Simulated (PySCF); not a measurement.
## Stationary points of SrBr₂

These are results of PySCF, PBE0, basis Sr def2-TZVP with ECP28, Br def2-TZVP (scalar-relativistic core potentials, no spin–orbit coupling, density fitting), not measurements.

Relaxations began from a few typed shapes. The search is not exhaustive: other isomers or separated fragments can lie lower, and high-lying points may rest on an excited occupation.

```
   spin  group               bonds           angles  imaginary modes (cm⁻¹)  ΔE (kJ/mol)  ΔE with ZPE (kJ/mol)
singlet    C2v  Sr–Br 2.766 Å (×2)  Br–Sr–Br 154.6°                    none          0.0                   0.0
singlet    D∞h  Sr–Br 2.775 Å (×2)  Br–Sr–Br 180.0°                19i, 19i          0.5                     –
```

The lowest minimum found is the singlet C2v: Sr–Br 2.766 Å (×2); Br–Sr–Br 154.6°.

Counting electrons, strontium keeps none of its valence electrons outside its bonds, so the VSEPR class is AX2 and the expected shape is linear (D∞h). The calculation gives C2v instead. Heavy alkaline-earth centres are the known exception: their polarisable core and low (n−1)d orbitals favour bending; the Mulliken d population here is 0.48.
